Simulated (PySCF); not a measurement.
## Ionisation energy of La³⁰⁺ by level of theory

La³⁰⁺ [Ar] 3d9 [3d3/2^4 3d5/2^5, M_J = 5/2] → La³¹⁺ [Ar] 3d8 [3d3/2^4 3d5/2^4, M_J = 4], as a difference of total energies. All numbers are calculated (PySCF 2.14, the two-component X2C-1e Hamiltonian, in an uncontracted even-tempered set (16 s from 4.9 bohr⁻², ratio 2.8; 12 p from 6.4 bohr⁻², ratio 2.8; 8 d from 6.4 bohr⁻², ratio 2.8; 3 f from 26 bohr⁻², ratio 3)). Correlated levels: [Ne] frozen; the 74 highest virtual spinors dropped. "Screened" scales the spin-orbit matrix elements by Boettger's factors to mimic the two-electron term; Breit and QED terms are absent.

```tsv
method	ionisation energy (eV)
GHF (spin-free)	1890.6
GMP2 (spin-free)	1892.0
GHF (screened spin-orbit)	1884.4
GMP2 (screened spin-orbit)	1885.8
```

Breit and QED terms and the two-electron picture change are absent.

The spin-free rows relax to the high-spin LS determinant and lack the spin-orbit shift.

The labels give the starting determinants; with spin-orbit coupling the two ends relaxed to ⟨J²⟩ = 8.75, ⟨L²⟩ = 6.02, ⟨S²⟩ = 0.77 and ⟨J²⟩ = 20.00, ⟨L²⟩ = 12.61, ⟨S²⟩ = 1.87.

For comparison: 1884 ± 4 eV (theoretical estimate listed by NIST; NIST Atomic Spectra Database, ionization energies).
